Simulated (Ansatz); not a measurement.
# A rate constant, worked out

An elementary step of SiH₃Br, closed shell (SiH₃Br ([SiH3][Br]) → SiH₂ + HBr (still joined by a long Si–Br bond); Si–Br, Si–H broken or loosened, Br–H formed or tightened). The start structure is the reactant molecule, and the electronic barrier above it is 3.209 eV by CCSD(T) at an estimated basis limit (MP2 extrapolated from triple and quadruple zeta, plus CCSD(T) − MP2 in triple zeta). Ansatz 0.2.0; basis: def2-TZVPP and def2-QZVPP; cores frozen in the correlated methods. Filled d shells of the heavier atoms are correlated. The def2 sets are not built for correlating such inner shells, so the correlated values are less sure here. Extrapolation: Hartree–Fock as exp(−7.88 √X), correlation as X^−2.97. Harmonic wavenumbers at PBE0-D4/def2-TZVP (Ansatz 0.2.0), in cm⁻¹:

Start: 430, 625, 625, 924, 944, 944, 2247, 2262, 2262.

Saddle: 520i, 149, 241, 468, 539, 985, 2070, 2083, 2386.

**Question.** Work out the transition-state-theory rate constant at 600 K from these numbers alone (harmonic vibrations; rotation, path degeneracy and anharmonicity left out), and the Wigner tunnelling factor. Use 1 cm⁻¹ = 1.2398 × 10⁻⁴ eV and k_B = 8.617 × 10⁻⁵ eV/K.

**Answer.** Zero-point energies, half the sums: start 11263/2 cm⁻¹ = 0.6982 eV; saddle, real modes only, 8921/2 cm⁻¹ = 0.5530 eV.
Barrier with zero-point energy: 3.209 + 0.5530 − 0.6982 = 3.0638 eV.
k_BT = 0.05170 eV, so the barrier is 59.26 k_BT.
Vibrational partition functions from the zero-point level, ln q = −Σ ln(1 − exp(−hν/k_BT)): start 1.295, saddle 2.857.
k = (k_BT/h) exp(ln q‡ − ln q) exp(−E0/k_BT), with log₁₀(k_BT/h in s⁻¹) = 13.10: log₁₀ k = 13.10 + (1.562 − 59.26)/2.3026 = -11.96, so k ≈ 1 × 10^(-12) s⁻¹.
Wigner factor: 1 + (hν‡/k_BT)²/24 = 1 + (1.25)²/24 = 1.06. A change of 1 kcal/mol (0.043 eV) in the barrier would change k by a factor of 2.3 at this temperature.

The T1 diagnostic stays at or below 0.010. The restricted Hartree–Fock reference is unstable towards an unrestricted one at one or more of these structures.

Losses and insertions of silylenes and their heavier kin drive the gas-phase chemistry of silicon and germanium vapour deposition.

Labels in which every atom is bracketed show which atoms are joined, not bond orders.

For scale, one of the runs: CCSD(T)/def2-TZVPP, 132 basis functions, launched by `ansatz run in.yaml --threads 2 --pin off --events-out ev --progress --plain --max-ram 4352MiB`. The run took 4.5 s on 2 CPU threads of an Intel Xeon 6975P-C (shared host), with 0.69 GiB of host memory at its peak.
